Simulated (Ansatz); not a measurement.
Compare A (`COC#CO[SiH3]`) with its isomer B (`C=COC(=O)[SiH3]`).

Gas-phase electronic energies from Ansatz, PBE0-D4/def2-TZVP geometries. CBS: MP2 limit from def2 TZ/QZ plus the TZ coupled-cluster correction, frozen cores. Functionals use def2-TZVPP. B3LYP here is the variant with VWN-RPA as its local correlation; programs differ in this. One conformer a species, not always the lowest.

A:

```xyz
12

C     2.8685   -0.5368    0.3702
O     1.5766   -1.0105    0.7488
C     0.5891   -0.3183    0.2492
C    -0.3311    0.3016   -0.1972
O    -1.3279    0.9882   -0.6903
Si   -2.9124    0.5458   -0.3875
H     3.0124    0.4898    0.7165
H     2.9846   -0.5788   -0.7156
H     3.5874   -1.1982    0.8500
H    -3.1714    0.5870    1.0718
H    -3.1563   -0.8218   -0.9057
H    -3.7192    1.5520   -1.1101
```

B:

Z-matrix (Å, degrees):
```
Si
C 1 1.919
H 1 1.482 2 106.6
H 1 1.481 2 111.2 3 121.0
H 1 1.482 2 106.7 3 -117.8
O 2 1.199 1 123.1 3 61.3
O 2 1.359 1 113.1 3 -118.5
C 7 1.376 2 118.2 1 179.7
C 8 1.320 7 120.0 2 -180.0
H 8 1.082 7 114.8 2 0.0
H 9 1.081 8 119.5 7 180.0
H 9 1.083 8 121.7 7 -0.0
```

**Question.** Which is lower in electronic energy at CCSD(T)/CBS, and by how much? (Estimate.)

**Answer.** The calculation gave: B, by 37.4 kcal/mol.

**Question.** Give E(B) − E(A) in kcal/mol with B3LYP-D4, CCSD(T)/def2-TZVPP, MP2/def2-TZVPP, HF/def2-TZVPP, PBE-D4, CCSD/def2-TZVPP, PBE0-D4. (Best estimate.)

**Answer.** Ansatz gave: B3LYP-D4 -38.2, CCSD(T)/def2-TZVPP -38.0, MP2/def2-TZVPP -35.2, HF/def2-TZVPP -33.5, PBE-D4 -41.9, CCSD/def2-TZVPP -36.3, PBE0-D4 -39.2. None reverses the order clearly.

Largest T1 diagnostic: 0.016.

From PBE to PBE0 (25 % exact exchange), in def2-TZVPP and without D4, E(B) − E(A) moves by +2.6 kcal/mol. In def2-TZVPP, CCSD(T) changes the Hartree–Fock value by −4.5 kcal/mol (the triples alone add −1.7 kcal/mol) and MP2 by −1.7 kcal/mol.
